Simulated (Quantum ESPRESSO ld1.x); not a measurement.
Results of a calculation; reference values are marked as such.
Task: Species: neutral platinum. Configuration: [Xe] 4f14 5d9 6f1 (not the ground configuration). Level of theory: Dirac Kohn-Sham, PBE, spin-unpolarised, spherical densities, point nucleus; open shells fill j = l - 1/2 first (ld1.x of Quantum ESPRESSO 7.5). Some entries of the table are withheld. Estimate them.

orbital,occ.,eigenvalue (eV),<r> (bohr),<1/r> (bohr^-1)
1s1/2,2,-78321.600,0.01714,94.03
2s1/2,2,-13753.632,0.07168,23.06
2p1/2,2,-13180.269,0.05906,23.00
2p3/2,4,-11451.029,0.06749,18.86
3s1/2,2,-3235.573,0.1865,8.462
3p1/2,2,-2978.674,0.1768,8.373
3p3/2,4,-2598.541,0.1923,7.295
3d3/2,4,-2171.668,0.1676,7.192
3d5/2,6,-2089.755,0.1723,6.945
4s1/2,2,-700.680,0.4149,3.575
4p1/2,2,-591.753,0.4179,3.464
4p3/2,4,-501.227,0.4518,3.090
4d3/2,4,-323.070,0.4617,(1)
4d5/2,6,-306.239,0.4729,(2)
5s1/2,2,-108.546,0.9540,1.432
4f5/2,6,-78.718,0.5127,2.407
4f7/2,8,-75.264,0.5200,2.373
5p1/2,2,-73.897,1.036,1.303
5p3/2,4,-59.014,1.137,1.165
5d3/2,4,-13.936,(3),0.8232
5d5/2,5,-12.568,(4),0.7872
6f5/2,1,-0.366,29.42,0.04292
6f7/2,0,-0.366,29.42,0.04292

Result: 
(1) 4d3/2 <1/r> (bohr^-1): 2.884
(2) 4d5/2 <1/r> (bohr^-1): 2.797
(3) 5d3/2 <r> (bohr): 1.607
(4) 5d5/2 <r> (bohr): 1.679
